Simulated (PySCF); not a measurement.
C2H7OSi (SMILES C[Si](C)O), doublet, geometry from GFN2-xTB. Base run: DF-PBE/def2-SVP in PySCF.

Input for PySCF:
```python
from pyscf import gto, scf, dft

mol = gto.M(
    atom='''
C     1.55954224   -0.85483146   -0.06057851
Si   -0.00409954    0.11042766    0.41990388
C    -1.61548157   -0.77735125   -0.08781307
O     0.14749450    1.52106607   -0.41685221
H     2.45557952   -0.30805525    0.21258839
H     1.59245114   -1.82297485    0.42837687
H     1.58487872   -1.01660238   -1.13671739
H    -1.65077682   -0.90745530   -1.16930641
H    -2.49888187   -0.21755192    0.20663270
H    -1.68428893   -1.75985196    0.36611303
H    -0.58588832    2.11107204   -0.56117454
''',
    basis='def2-svp',
    spin=1,
    verbose=4,
)

mf = dft.UKS(mol)
mf.xc = 'pbe'
mf = mf.density_fit(auxbasis='def2-universal-jkfit')
mf.kernel()
mf.analyze()
```

Each row names what was changed in the base input (with any setting that the change needs).

```json
[
 {"change": "base", "ΔE vs base (µEh)": "0.0", "SCF cycles": "11", "<S^2>": "0.751", "outcome": "converged"},
 {"change": "solver = newton; init_guess = 1e", "ΔE vs base (µEh)": "0.0", "SCF cycles": "-", "<S^2>": "0.751", "outcome": "converged"},
 {"change": "conv_tol_grad = 1e-7", "ΔE vs base (µEh)": "0.0", "SCF cycles": "16", "<S^2>": "0.751", "outcome": "converged"},
 {"change": "init_guess = atom", "ΔE vs base (µEh)": "0.0", "SCF cycles": "12", "<S^2>": "0.751", "outcome": "converged"},
 {"change": "conv_tol = 1e-12", "ΔE vs base (µEh)": "0.0", "SCF cycles": "15", "<S^2>": "0.751", "outcome": "converged"},
 {"change": "conv_tol_grad = 1e-3", "ΔE vs base (µEh)": "0.0", "SCF cycles": "11", "<S^2>": "0.751", "outcome": "converged"},
 {"change": "init_guess = huckel", "ΔE vs base (µEh)": "0.0", "SCF cycles": "13", "<S^2>": "0.751", "outcome": "converged"},
 {"change": "conv_tol = 1e-11", "ΔE vs base (µEh)": "0.0", "SCF cycles": "13", "<S^2>": "0.751", "outcome": "converged"},
 {"change": "diis_space = 4", "ΔE vs base (µEh)": "0.0", "SCF cycles": "12", "<S^2>": "0.751", "outcome": "converged"},
 {"change": "level_shift = 0.3 (with mf.max_cycle = 100)", "ΔE vs base (µEh)": "0.0", "SCF cycles": "17", "<S^2>": "0.751", "outcome": "converged"},
 {"change": "diis_space = 20", "ΔE vs base (µEh)": "0.0", "SCF cycles": "11", "<S^2>": "0.751", "outcome": "converged"},
 {"change": "diis = off; damp = 0.3 (with mf.diis_start_cycle = 200; with mf.max_cycle = 150)", "ΔE vs base (µEh)": "-", "SCF cycles": "150", "<S^2>": "-", "outcome": "not converged"},
 {"change": "level_shift = 1.0 (with mf.max_cycle = 100)", "ΔE vs base (µEh)": "0.0", "SCF cycles": "42", "<S^2>": "0.751", "outcome": "converged"}
]
```

Open shells are given as the SCF converged; they aren't shown to be the lowest states, and a large step between rows can be another state.
